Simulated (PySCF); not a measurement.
BrHSSe, SMILES [Se](S)Br. Atoms are numbered in the order given.

```xyz
4

Se    -0.4327    -0.0715     0.8535
Br     1.3139     0.6335    -0.6104
S     -1.8724    -1.0884    -0.4517
H     -1.3165    -2.3283    -0.4281
```

Geometry: B3LYP-D3(BJ)/def2-SVP. The values are those of a single conformer.

Method: PBE0/pcSseg-2 in PySCF.

GIAO shieldings, no solvent; atoms alike by connectivity are averaged. δ = σ(ref) − σ: ⁷⁷Se against Me2Se (σ = 1739.2 ppm); ³³S against H2S (σ = 711.3 ppm); ¹H against TMS (σ = 31.54 ppm), references at their B3LYP-D3(BJ)/def2-TZVP geometries, non-relativistic (without spin–orbit terms, shifts of atoms bonded to Cl or Br come out too high).

| nucleus | atoms | count | δ (ppm) |
|---|---|---|---|
| ⁷⁷Se | Se1 | 1 | 1292.6 |
| ³³S | S3 | 1 | 286.5 |
| ¹H | H4 | 1 | 5.27 |
